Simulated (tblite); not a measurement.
Compound: C₆H₁₅N (charge +1 and doublet state).
Numbering: `[CH3:1][CH2:2][C@@H:3]([CH3:4])[C@H:5]([CH3:6])[NH2+:7]` (hydrogens: H8, H9, H10 on C1; H11, H12 on C2; H13 on C3; H14, H15, H16 on C4; H17 on C5; H18, H19, H20 on C6; H21, H22 on N7)

Structure used (GFN2-xTB), in Å, numbered top down from 1:
```
atom  x, y, z in Å
C1    -1.8563   -1.4557   -0.2471
C2    -1.6284   -0.0109    0.0899
C3    -0.2772    0.5271   -0.4057
C4    -0.2110    2.0397   -0.2747
C5     0.8401   -0.1675    0.4458
C6     2.2186    0.3794    0.0216
N7     0.8176   -1.5779    0.2597
H8    -1.9741   -1.6153   -1.3169
H9    -0.9449   -2.0182    0.0606
H10   -2.6940   -1.8836    0.2982
H11   -1.7371    0.1665    1.1617
H12   -2.4005    0.5845   -0.4103
H13   -0.1315    0.2420   -1.4517
H14   -1.0397    2.4947   -0.8123
H15   -0.2740    2.3461    0.7664
H16    0.6974    2.4445   -0.7104
H17    0.6604    0.0541    1.5013
H18    2.3062    1.4164    0.3294
H19    3.0001   -0.1944    0.5146
H20    2.3566    0.3124   -1.0546
H21    1.0596   -2.1589    1.0514
H22    1.2017   -1.9055   -0.6196
```

Level: GFN2-xTB in tblite, geometry and Hessian alike; calculated harmonic values, unscaled, isolated species. The method is semi-empirical: single wavenumbers can be off by several per cent or more. One conformer, not necessarily the lowest. Open shells enter through the occupations alone, without spin polarisation, and single modes of such species can be off by tens of per cent.

Harmonic wavenumbers (cm⁻¹): 76.8, 150.6, 189.3, 213.6, 250.5, 276.3, 334.6, 373.2, 376.9, 404.0, 447.1, 476.2, 520.8, 727.7, 763.1, 832.4, 870.4, 936.3, 949.7, 976.4, 986.8, 1000.6, 1029.9, 1078.1, 1102.6, 1113.1, 1134.0, 1167.2, 1182.0, 1225.7, 1244.4, 1270.5, 1293.9, 1309.8, 1335.7, 1371.2, 1381.0, 1406.3, 1416.9, 1431.0, 1448.1, 1454.1, 1459.1, 1468.7, 1491.6, 2686.9, 2919.6, 2951.9, 2964.5, 2989.8, 3032.1, 3040.5, 3043.9, 3046.5, 3049.2, 3052.5, 3064.5, 3065.0, 3384.4, 3438.3.

A = 3078, B = 2263, C = 1424 MHz; mass 101.120 u (most abundant isotopes); point group C1, symmetry number 1; spin multiplicity 2.

Q: Zero-point energy?

A: Half the sum of the wavenumbers: 43839 cm⁻¹ = 125.34 kcal/mol.

Q: Entropy at 500 K, 1 bar (ideal gas, RRHO, classical rotation)?

A: Translation 42.35, rotation 29.41, vibration 43.30, spin (R ln 2) 1.38: S = 116.4 cal/(mol K).

Q: And Cp and H(500 K) − H(0)?

A: Cp = 59.07 cal/(mol K), of which vibrations give 51.12 (their classical limit is 60 R = 119.2); H(500 K) − H(0) = 16.20 kcal/mol without the zero-point energy, 12.22 from vibrations.

Q: What must be added to the electronic energy to get the Gibbs energy at 500 K and 1 bar?

A: ZPE + [H(500 K) − H(0)] − T·S = 125.34 + 16.20 − 58.22 = 83.32 kcal/mol.

Q: Blend soft modes into free rotors: weight 1/[1 + (100 cm⁻¹/ν̃)⁴] for the oscillator and the rest for a rotor with moment μB/(μ + B), μ = h/(8π²ν), B = 10⁻⁴⁴ kg m². What vibrational entropy results?

A: 42.12 cal/(mol K) in place of 43.30, which changes −T·S at 500 K by +0.59 kcal/mol.

Q: Which modes carry the vibrational entropy at 500 K?

A: 76.8 cm⁻¹: 4.99; 150.6 cm⁻¹: 3.66; 189.3 cm⁻¹: 3.22; 213.6 cm⁻¹: 2.99; 250.5 cm⁻¹: 2.68; 276.3 cm⁻¹: 2.49 cal/(mol K); the other 54 give 23.27 together.

Q: How do the functions run with temperature in this model?

A: 
```tsv
T (K)	S (cal/(mol K))	Cp (cal/(mol K))	H − H(0) (kcal/mol)	G − H(0) (kcal/mol)	ln q(vib)
150	72.2	21.6	2.03	-8.81	1.56
250	85.7	32.0	4.70	-16.71	3.61
298.15	91.8	37.4	6.38	-20.99	4.69
400	104.4	49.0	10.78	-30.98	7.06
600	128.0	67.6	22.54	-54.25	11.97
900	159.2	86.1	45.82	-97.46	19.34
```

q(vib) and H(0) count from the zero-point level.

Hindered rotation and anharmonicity are outside this model. Other conformers, if any are populated, would add a mixing term that is left out. The structure is chiral; the term R ln 2 for an equal mix with its mirror image is left out.

Hardware: an Arm Neoverse V1 with one thread, shared host. Cost: 0.76 s. This covers the Hessian and the dipole derivatives.
